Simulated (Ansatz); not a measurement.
Molecule: SnF, net charge 1, singlet state. 
Geometry from a B3LYP-D3(BJ)/def2-TZVP (Ansatz, a program for electronic structure) optimisation:
```xyz
2

Sn     0.0000     0.0000    -0.2879
F      0.0000     0.0000     1.5994
```
Charge +1, spin multiplicity 1.

Parts of the frozen-core correlation energy in def2-SVP (Ansatz, hartree). Frozen orbitals: 10; correlated occupied orbitals by spin: 5 and 5; virtual: 25 and 25. Spin-orbit coupling is left out. Past Kr the def2 sets carry scalar-relativistic core potentials.

```tsv
term	value
reference (HF)	-312.47496
MP2 opposite-spin	[?]
MP2 same-spin	[?]
CCSD correlation	-0.24759
(T)	[?]
CCSDT minus CCSD(T)	-0.00047
CCSDT(Q) minus CCSD(T)	-0.00129
T1 diagnostic	0.024
largest doubles amplitude	0.084
```

Question: What belongs in the gaps?

Answer: 
- MP2 opposite-spin, value: -0.17674
- MP2 same-spin, value: -0.06243
- (T), value: -0.00553
